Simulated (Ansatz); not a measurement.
Compare A (`[SiH3][SiH]1[CH2][AlH]1`) with its isomer B (`[SiH3][Al]1[CH2][SiH2]1`).

Computed with Ansatz on PBE0-D4/def2-TZVP structures; ΔE is electronic, products minus reactants. CBS: MP2 limit from def2 TZ/QZ plus the TZ coupled-cluster correction, frozen cores. DFT in def2-TZVPP. B3LYP here is the variant with VWN-RPA as its local correlation; programs differ in this.

**Question.** Which is lower in electronic energy at CCSD(T)/CBS, and by how much? (An estimate is asked.)

**Answer.** Ansatz gave: B, by 0.6 kJ/mol. So small a gap doesn't settle the order.

**Question.** Give E(B) − E(A) in kJ/mol with CCSD(T)/def2-SVP, PBE-D4, B3LYP, B2PLYP, HF/def2-TZVPP, LDA (SPW92), CCSD/def2-TZVPP. (Estimate.)

**Answer.** The calculation gave: CCSD(T)/def2-SVP -3.4, PBE-D4 -1.9, B3LYP -5.9, B2PLYP -3.2, HF/def2-TZVPP -5.9, LDA (SPW92) -2.6, CCSD/def2-TZVPP -3.8. None reverses the order clearly.

Largest T1 diagnostic: 0.014.

In def2-TZVPP, CCSD(T) changes the Hartree–Fock value by +3.0 kJ/mol (the triples alone add +0.9 kJ/mol) and MP2 by +7.0 kJ/mol. The D4 term adds +5.2 kJ/mol with B3LYP and +2.7 kJ/mol with PBE0; it sums over pairs of atoms, weighted by their polarisabilities, and B3LYP, whose exchange is more repulsive, gets the larger term.
